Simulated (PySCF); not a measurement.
GaH₃Se₂, SMILES [SeH][GaH][SeH]. Coordinates come from a PBE-D3(BJ)/def2-SVP optimisation. The structure was generated by enumeration; whether it is a known compound was not checked. The values are those of a single conformer.

Computed equilibrium geometry at PBE-D3(BJ)/def2-SVP (PySCF confirms it by a frequency run) as Cartesian coordinates in Å, and its point group (one conformer of several):
point group C2v.
```xyz
6

Ga     0.0000     0.0000    -0.7933
H      0.0000     0.0000    -2.3630
Se     0.0000    -2.0454     0.3469
H      0.0000    -1.3984     1.6838
Se     0.0000     2.0454     0.3469
H      0.0000     1.3984     1.6838
```
Charge 0, spin multiplicity 1.
